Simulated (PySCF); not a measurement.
C₃H₉NSi. Atoms are numbered in the order given.

```xyz
14

N     -2.7043    -1.0313    -0.2850
C     -1.9557     0.0125     0.4144
C     -0.4603    -0.1795     0.4048
C      0.4360     0.6640    -0.1338
Si     2.2795     0.3564    -0.1606
H     -2.5603    -1.9356     0.1668
H     -2.3464    -1.1325    -1.2359
H     -2.3154     0.0460     1.4587
H     -2.2042     0.9909    -0.0307
H     -0.1127    -1.1202     0.8584
H      0.0519     1.5923    -0.5820
H      2.5655    -0.9581     0.4860
H      3.0172     1.4304     0.5709
H      2.8017     0.3337    -1.5608
```
Charge 0, spin multiplicity 1.

Geometry optimised at B3LYP-D3(BJ)/def2-SVP. The structure was generated by enumeration; whether it is a known compound was not checked. One conformer was computed; it need not be the lowest.

Level of theory: B3LYP/pcSseg-1 run with PySCF.

GIAO shieldings, no solvent; atoms listed in one row are averaged. δ = σ(ref) − σ: ¹⁵N against NH3 (σ = 265.5 ppm); ¹³C against TMS (σ = 181.3 ppm); ²⁹Si against TMS (σ = 338.7 ppm); ¹H against TMS (σ = 31.68 ppm), references at their B3LYP-D3(BJ)/def2-TZVP geometries, non-relativistic.

Task: Estimate the chemical shifts. (The exact figures need the calculation; the answer reports its results.)

Result: 
| nucleus | atoms | count | δ (ppm) |
|---|---|---|---|
| ¹⁵N | N1 | 1 | 48.7 |
| ¹³C | C3 | 1 | 168.6 |
| ¹³C | C4 | 1 | 127.0 |
| ¹³C | C2 | 1 | 57.8 |
| ²⁹Si | Si5 | 1 | -69.1 |
| ¹H | H10 | 1 | 6.57 |
| ¹H | H11 | 1 | 5.86 |
| ¹H | H12, H13, H14 | 3 | 4.34 |
| ¹H | H8 | 1 | 3.62 |
| ¹H | H9 | 1 | 3.30 |
| ¹H | H6 | 1 | 0.83 |
| ¹H | H7 | 1 | 0.41 |
